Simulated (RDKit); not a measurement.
Job for RDKit: UFF on BrH3O (a complex), monomers drawn apart or pushed together.

```python
from rdkit import Chem
from rdkit.Chem import AllChem, rdDetermineBonds

blocks = [
'''3

O    -0.18190976    0.39201289    0.47091361
H     0.73983500    0.47377152    0.20090645
H    -0.50177974    1.29184150    0.60203524
''',
'''2

Br   -0.43374412   -1.27869165    3.10575936
H    -0.34844432   -0.54182577    1.86226532
''',
]
mol = None
for b in blocks:
    f = Chem.MolFromXYZBlock(b)
    rdDetermineBonds.DetermineBonds(f, charge=0)
    mol = f if mol is None else Chem.CombineMols(mol, f)
Chem.SanitizeMol(mol)
print(Chem.MolToSmiles(Chem.RemoveHs(mol)))
ff = AllChem.UFFGetMoleculeForceField(mol, vdwThresh=100.0, ignoreInterfragInteractions=False)
e = ff.CalcEnergy()
print(f'UFF energy {e:.6f} kcal/mol')
```

It printed:

```
Br.O
UFF energy 103.702331 kcal/mol
```

The run finished.

Cost: around 0.04 core-seconds (rough).
